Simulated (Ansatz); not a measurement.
`[CH3][Al]([CH3])[CH2]O`, charge 0, multiplicity 1.

Question: Give a relaxed structure at PBE0-D4/def2-TZVP (Ansatz 0.2.0). (Best estimate.)

Answer: Computed: 
Cartesian coordinates in Å:
```
C 1.381 -0.156 1.289
Al 0.140 0.013 -0.218
C 0.749 0.054 -2.075
C -1.783 0.116 0.234
O -2.084 0.293 1.622
H 2.429 -0.114 0.980
H 1.223 0.635 2.030
H 1.240 -1.107 1.816
H -0.071 0.039 -2.799
H 1.406 -0.794 -2.296
H 1.339 0.957 -2.267
H -2.332 -0.754 -0.166
H -2.223 0.974 -0.291
H -1.415 -0.156 2.141
```
This is one stationary point; other conformers may exist.
